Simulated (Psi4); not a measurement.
C$_{2}$H$_{5}$, charge -1, singlet, at a GFN2-xTB geometry (a gas-phase anion, which may not be bound at this level); BLYP/def2-SVP (Psi4 1.11).

Psi4 was given this input:
```
memory 2 GB

molecule {
-1 1
C    -0.01030605    0.12039198    0.84239216
C     0.00777321    0.03042594   -0.68103923
H    -0.90060325   -0.50218287    1.18466735
H     0.87721669   -0.49440679    1.20530634
H     0.01788960   -0.99414568   -1.16642992
H    -0.87309007    0.53904978   -1.10608662
H     0.89378407    0.54677798   -1.08557470
}

set {
  basis def2-svp
  scf_type pk
  puream true
  d_convergence 1e-8
  dft_radial_points 99
  dft_spherical_points 590
}

energy('blyp')
print_variables()
```

Problem. Write the output that Psi4 gives for this input, abridged.

Solution. 
```
   => Loading Basis Set <=

    Name: DEF2-SVP
    Role: ORBITAL
    Keyword: BASIS

         ---------------------------------------------------------
                                   SCF
               by Justin Turney, Rob Parrish, Andy Simmonett
                          and Daniel G. A. Smith
                              RKS Reference
         ---------------------------------------------------------

  ==> Geometry <==

    Molecular point group: c1
    Full point group: C1

    Geometry (in Angstrom), charge = -1, multiplicity = 1:

       Center              X                  Y                   Z               Mass
    ------------   -----------------  -----------------  -----------------  -----------------
         C           -0.009786815258     0.089474157096     0.809314646348    12.000000000000
         C            0.008292444742    -0.000491882904    -0.714116743652    12.000000000000
         H           -0.900084015258    -0.533100692904     1.151589836348     1.007825032230
         H            0.877735924742    -0.525324612904     1.172228826348     1.007825032230
         H            0.018408834742    -1.025063502904    -1.199507433652     1.007825032230
         H           -0.872570835258     0.508131957096    -1.139164133652     1.007825032230
         H            0.894303304742     0.515860157096    -1.118652213652     1.007825032230

  Running in c1 symmetry.

  Rotational constants: A =      3.11619  B =      0.73389  C =      0.70554 [cm^-1]
  Rotational constants: A =  93421.14179  B =  22001.43963  C =  21151.57663 [MHz]
  Nuclear repulsion =   36.257729699904118

  Charge       = -1
  Multiplicity = 1
  Electrons    = 18
  Nalpha       = 9
  Nbeta        = 9

  ==> Algorithm <==

  SCF Algorithm Type is PK.
  DIIS enabled.
  MOM disabled.
  Fractional occupation disabled.
  Guess Type is SAD.
  Energy threshold   = 1.00e-06
  Density threshold  = 1.00e-08
  Integral threshold = 1.00e-12

  ==> Primary Basis <==

  Basis Set: DEF2-SVP
    Blend: DEF2-SVP
    Number of shells: 27
    Number of basis functions: 53
    Number of Cartesian functions: 55
    Spherical Harmonics?: true
    Max angular momentum: 2

  ==> DFT Potential <==

   => LibXC <=

    Version 7.1.2
    S. Lehtola, C. Steigemann, M. J. T. Oliveira, and M. A. L. Marques,  SoftwareX 7, 1–5 (2018) (10.1016/j.softx.2017.11.002)

   => Composite Functional: BLYP <=

    BLYP GGA Exchange-Correlation Functional

[...]
   @RKS iter   6:   -78.99922281798703   -8.28954e-04   8.90028e-05 DIIS
   @RKS iter   7:   -78.99924217640458   -1.93584e-05   1.81224e-05 DIIS
   @RKS iter   8:   -78.99924278507550   -6.08671e-07   3.45354e-06 DIIS
   @RKS iter   9:   -78.99924280693627   -2.18608e-08   4.48020e-07 DIIS
   @RKS iter  10:   -78.99924280724133   -3.05064e-10   7.97043e-08 DIIS
   @RKS iter  11:   -78.99924280725199   -1.06581e-11   4.70260e-09 DIIS
  Energy and wave function converged.

  ==> Post-Iterations <==

   Electrons on quadrature grid:
      Ntotal   =   17.9999995744 ; deviation = -4.256e-07

    Orbital Energies [Eh]
    ---------------------

    Doubly Occupied:

[...]
    Virtual:

[...]
    Final Occupation by Irrep:
              A
    DOCC [     9 ]
    NA   [     9 ]
    NB   [     9 ]

  @RKS Final Energy:   -78.99924280725199

   => Energetics <=

    Nuclear Repulsion Energy =             36.2577296999041181
    One-Electron Energy =                -181.1647736610783284
    Two-Electron Energy =                  78.7154570112388967
    DFT Exchange-Correlation Energy =     -12.8076558573166555
    Empirical Dispersion Energy =           0.0000000000000000
    VV10 Nonlocal Energy =                  0.0000000000000000
    Total Energy =                        -78.9992428072519886

Computation Completed

Properties will be evaluated at   0.000000,   0.000000,   0.000000 [a0]

Properties computed using the SCF density matrix

 Multipole Moments:

 ------------------------------------------------------------------------------------
     Multipole            Electronic (a.u.)      Nuclear  (a.u.)        Total (a.u.)
 ------------------------------------------------------------------------------------

 L = 1.  Multiply by 2.5417464519 to convert [e a0] to [Debye]
 Dipole X            :         -0.0031580            0.0166806            0.0135226
 Dipole Y            :          0.6834380           -0.9932458           -0.3098078
 Dipole Z            :          0.0145315           -1.0626265           -1.0480950
 Magnitude           :                                                    1.0930081

 ------------------------------------------------------------------------------------

  Variable Map:
  ----------------------------------------------------------------------------
[...]
  Array Variable Map:
  ----------------------------------------------------------------------------
[...]
[...]
```
